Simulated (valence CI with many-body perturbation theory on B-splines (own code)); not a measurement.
Energy levels of Bi69+

Calculated by configuration interaction combined with many-body perturbation theory (CI+MBPT): four valence electrons over a frozen Dirac-Fock core [Ne], radial functions for each j: 11 s, 11 p, 10 d, 8 f, 5 g, 2 h, with the one-electron correlation potential Σ1, the two-electron term Σ2, the three-electron term Σ3, Breit, model QED; selected CI, second order for the rest, scaled by the run's own slope (own B-spline code, finite nucleus).

No measured spectrum was set against this ion. As an estimate, large intervals hold to a few tenths of a per cent, small ones and those within an open d or f shell to about a per cent. Among the levels kept, up to 580 cm⁻¹ of a level comes from second order outside the variational space, and about a tenth of that is noise between levels of different J, which matters for small intervals.

Levels 1 to 45 of 164, with energies above the lowest level, (3s^2 3p1/2^2) J=0. "Leading %" is the weight of the configuration and term that name the level; weights of strongly mixed levels are sums over their largest components and can fall short. In the jj column 3d3/2^4 stands for four electrons in 3d with j = 3/2. Lifetimes count E1, E2, E3, M1 and M2 decay at the calculated energies, and are blank where another channel may lead or the interval is too uncertain; long ones can be off by a factor of two.

| No. | Configuration | Term | J | E (Ry) | Leading % | Leading jj | g | Lifetime |
| --- | --- | --- | --- | --- | --- | --- | --- | --- |
| 1 | 3s2 3p2 | 3P | 0 | 0.00 | 68 | 3s^2 3p1/2^2 (100 %) |  |  |
| 2 | 3s2 3p2 | 3P | 1 | 45.03 | 100 | 3s^2 3p1/2 3p3/2 (100 %) | 1.485 | 708 ps |
| 3 | 3s2 3p2 | 1D | 2 | 45.80 | 65 | 3s^2 3p1/2 3p3/2 (100 %) | 1.154 | 24.0 ns |
| 4 | 3s 3p3 | 3P° | 2 | 60.07 | 47 | 3s 3p1/2^2 3p3/2 (97 %) | 1.503 | 25.3 ps |
| 5 | 3s 3p3 | 3D° | 1 | 62.28 | 25 | 3s 3p1/2^2 3p3/2 (79 %) | 1.047 | 550 fs |
| 6 | 3s2 3p 3d | 3F° | 2 | 63.74 | 74 | 3s^2 3p1/2 3d3/2 (99 %) | 0.750 | 68.3 ps |
| 7 | 3s2 3p 3d | 3D° | 1 | 67.69 | 41 | 3s^2 3p1/2 3d3/2 (79 %) | 0.887 | 79.1 fs |
| 8 | 3s2 3p 3d | 3P° | 2 | 75.61 | 46 | 3s^2 3p1/2 3d5/2 (98 %) | 1.277 | 1.70 ps |
| 9 | 3s2 3p 3d | 3F° | 3 | 75.76 | 49 | 3s^2 3p1/2 3d5/2 (99 %) | 1.097 | 2.41 ps |
| 10 | 3s 3p2 3d | 3D | 1 | 79.16 | 46 | 3s 3p1/2^2 3d3/2 (99 %) | 0.452 | 12.7 ps |
| 11 | 3s 3p2 3d | 3D | 2 | 79.80 | 30 | 3s 3p1/2^2 3d3/2 (99 %) | 1.110 | 13.2 ps |
| 12 | 3s 3p2 3d | 3D | 3 | 90.62 | 37 | 3s 3p1/2^2 3d5/2 (99 %) | 1.333 | 2.21 ps |
| 13 | 3s2 3p2 | 3P | 2 | 91.45 | 63 | 3s^2 3p3/2^2 (96 %) | 1.303 | 71.2 ps |
| 14 | 3s 3p2 3d | 3F | 2 | 91.83 | 25 | 3s 3p1/2^2 3d5/2 (96 %) | 1.037 | 2.06 ps |
| 15 | 3s2 3p2 | 1S | 0 | 93.19 | 67 | 3s^2 3p3/2^2 (98 %) |  | 191 ps |
| 16 | 3s 3p3 | 3D° | 2 | 104.21 | 49 | 3s 3p1/2 3p3/2^2 (96 %) | 1.525 | 722 fs |
| 17 | 3s 3p3 | 3D° | 3 | 105.85 | 95 | 3s 3p1/2 3p3/2^2 (95 %) | 1.307 | 1.02 ps |
| 18 | 3s 3p3 | 3P° | 0 | 106.73 | 84 | 3s 3p1/2 3p3/2^2 (84 %) |  | 585 fs |
| 19 | 3s 3p3 | 1D° | 2 | 107.93 | 52 | 3s 3p1/2 3p3/2^2 (68 %) | 1.086 | 290 fs |
| 20 | 3s 3p3 | 3P° | 1 | 108.05 | 30 | 3s 3p1/2 3p3/2^2 (79 %) | 1.261 | 352 fs |
| 21 | 3s 3p3 | 3P° | 1 | 109.07 | 30 | 3s 3p1/2 3p3/2^2 (98 %) | 1.328 | 114 fs |
| 22 | 3s2 3p 3d | 3F° | 3 | 111.94 | 47 | 3s^2 3p3/2 3d3/2 (95 %) | 1.070 | 174 fs |
| 23 | 3s2 3p 3d | 3P° | 1 | 112.53 | 43 | 3s^2 3p3/2 3d3/2 (79 %) | 1.115 | 92.3 fs |
| 24 | 3s2 3p 3d | 3D° | 2 | 112.55 | 36 | 3s^2 3p3/2 3d3/2 (65 %) | 1.054 | 73.4 fs |
| 25 | 3s2 3p 3d | 3P° | 0 | 112.61 | 84 | 3s^2 3p3/2 3d3/2 (84 %) |  | 113 fs |
| 26 | 3s2 3p 3d | 3F° | 4 | 120.08 | 99 | 3s^2 3p3/2 3d5/2 (99 %) | 1.234 | 385 ps |
| 27 | 3s2 3p 3d | 3P° | 2 | 120.97 | 43 | 3s^2 3p3/2 3d5/2 (98 %) | 1.215 | 2.66 ps |
| 28 | 3s 3p2 3d | 5F | 2 | 121.76 | 29 | 3s 3p1/2 3p3/2 3d3/2 (77 %) | 1.136 | 1.66 ps |
| 29 | 3s 3p2 3d | 5D | 0 | 122.26 | 76 | 3s 3p1/2 3p3/2 3d3/2 (95 %) |  | 7.71 ps |
| 30 | 3s 3p2 3d | 5D | 1 | 122.47 | 49 | 3s 3p1/2 3p3/2 3d3/2 (100 %) | 1.113 | 5.69 ps |
| 31 | 3s2 3p 3d | 3D° | 3 | 122.75 | 64 | 3s^2 3p3/2 3d5/2 (97 %) | 1.204 | 974 fs |
| 32 | 3s 3p2 3d | 5F | 3 | 122.96 | 42 | 3s 3p1/2 3p3/2 3d3/2 (98 %) | 1.118 | 5.19 ps |
| 33 | 3s2 3p 3d | 1P° | 1 | 123.67 | 62 | 3s^2 3p3/2 3d5/2 (98 %) | 1.070 | 1.34 ps |
| 34 | 3p4 | 3P | 2 | 123.68 | 34 | 3p1/2^2 3p3/2^2 (52 %) | 1.209 | 331 fs |
| 35 | 3s 3p2 3d | 3G | 4 | 124.44 | 32 | 3s 3p1/2 3p3/2 3d3/2 (97 %) | 1.141 | 20.0 ps |
| 36 | 3p4 | 1S | 0 | 124.89 | 44 | 3p1/2^2 3p3/2^2 (68 %) |  | 276 fs |
| 37 | 3s 3p2 3d | 3F | 2 | 125.59 | 54 | 3s 3p1/2 3p3/2 3d3/2 (86 %) | 0.908 | 293 fs |
| 38 | 3s 3p2 3d | 3D | 3 | 126.23 | 32 | 3s 3p1/2 3p3/2 3d3/2 (97 %) | 1.221 | 162 fs |
| 39 | 3s 3p2 3d | 3P | 1 | 126.61 | 30 | 3s 3p1/2 3p3/2 3d3/2 (98 %) | 1.633 | 151 fs |
| 40 | 3s 3p2 3d | 3D | 2 | 126.92 | 24 | 3s 3p1/2 3p3/2 3d3/2 (84 %) | 1.336 | 103 fs |
| 41 | 3s 3p2 3d | 3G | 3 | 126.95 | 41 | 3s 3p1/2 3p3/2 3d3/2 (99 %) | 0.965 | 148 fs |
| 42 | 3s 3p2 3d | 3D | 1 | 127.06 | 47 | 3s 3p1/2 3p3/2 3d3/2 (98 %) | 0.815 | 127 fs |
| 43 | 3s 3p2 3d | 3F | 2 | 129.28 | 22 | 3s 3p1/2 3p3/2 3d3/2 (69 %) | 0.964 | 80.4 fs |
| 44 | 3s 3p2 3d | 3D | 1 | 129.34 | 41 | 3s 3p1/2 3p3/2 3d3/2 (97 %) | 0.974 | 73.0 fs |
| 45 | 3s 3p2 3d | 3P | 0 | 129.66 | 46 | 3s 3p1/2 3p3/2 3d3/2 (50 %) |  | 94.5 fs |

The ionisation energy to 3s2 3p 2P°_1/2 of the next ion comes out as 8784.6 eV (NIST: 8780 ± 50 eV (theoretical)). All 164 levels together are meant to be complete up to 196.13 Ry.
